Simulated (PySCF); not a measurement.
C₂H₅FN₂Si. Atoms are numbered in the order given.

```xyz
11

N      2.0131     0.5312     0.4576
Si     0.4055     0.8895    -0.0609
C     -1.0347     0.5002     1.1288
N     -1.5611    -0.4708     0.4404
C     -0.7197    -0.5340    -0.7812
F     -0.1154    -1.7754    -0.8980
H      2.2617    -0.3904     0.8223
H      2.8188     1.0180     0.0635
H      0.4896     2.2396    -0.7295
H     -1.4907     0.8144     2.0902
H     -1.3552    -0.3754    -1.6832
```
Charge 0, spin multiplicity 1.

Coordinates come from a PBE-D3(BJ)/def2-SVP optimisation. The structure was generated by enumeration; whether it is a known compound was not checked. One conformer was computed; it need not be the lowest.

Calculation: HF/pcSseg-1 (PySCF).

GIAO shieldings, no solvent; atoms alike by connectivity are averaged. δ = σ(ref) − σ: ¹⁵N against NH3 (σ = 267.3 ppm); ²⁹Si against TMS (σ = 393.8 ppm); ¹³C against TMS (σ = 192.6 ppm); ¹⁹F against CFCl3 (σ = 238.5 ppm); ¹H against TMS (σ = 31.99 ppm), references at their B3LYP-D3(BJ)/def2-TZVP geometries, non-relativistic.

| atoms | nucleus | count | δ (ppm) |
|---|---|---|---|
| N4 | ¹⁵N | 1 | … |
| N1 | ¹⁵N | 1 | 17.4 |
| Si2 | ²⁹Si | 1 | … |
| C3 | ¹³C | 1 | … |
| C5 | ¹³C | 1 | 112.8 |
| F6 | ¹⁹F | 1 | … |
| H10 | ¹H | 1 | 10.05 |
| H11 | ¹H | 1 | 6.55 |
| H9 | ¹H | 1 | … |
| H7, H8 | ¹H | 2 | 1.85 |

Problem. What belongs in the gaps? (The exact figures need the calculation; the answer reports its results.)

Solution. 
- N4, δ (ppm): 558.0
- C3, δ (ppm): 218.3
- F6, δ (ppm): -161.4
- Si2, δ (ppm): -6.7
- H9, δ (ppm): 5.48
